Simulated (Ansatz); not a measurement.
Stepwise reaction of `CB(F)F` with water, as a gas-phase model of exchange steps in deposition or etching. ΔE in kJ/mol.

Isolated molecules relaxed with PBE0-D4/def2-TZVP in Ansatz; ΔE leaves out vibrations. CCSD(T)/CBS is the MP2 limit (def2-TZVPP, def2-QZVPP) plus CCSD(T) − MP2 in def2-TZVPP, frozen cores. This one scheme is used for every species. Functionals use def2-TZVPP. B3LYP here is the variant with VWN-RPA as its local correlation; programs differ in this. One conformer a species, not always the lowest.

```tsv
step	reaction	PBE-D4	B3LYP-D4	ωB97M-V	CCSD(T)/CBS
1	`CB(F)F` + H₂O → `CB(O)F` + H–F	11.2	13.6	13.5	12.1
2	`CB(O)F` + H₂O → `CB(O)O` + H–F	31.0	33.7	33.9	30.7
```

(1) By hand: ΔE of the 2 steps together at CCSD(T)/CBS.

## Answers

(1) (12.1) + (30.7) = 42.8 kJ/mol, or 21.4 kJ/mol a step.

In ΔE each step is higher than the one before. All are uphill at CCSD(T)/CBS. PBE-D4 differs from CCSD(T)/CBS by -0.9 to 0.3 kJ/mol a step. Isolated molecules leave out the surface, adducts and barriers. Largest T1 diagnostic: 0.012.
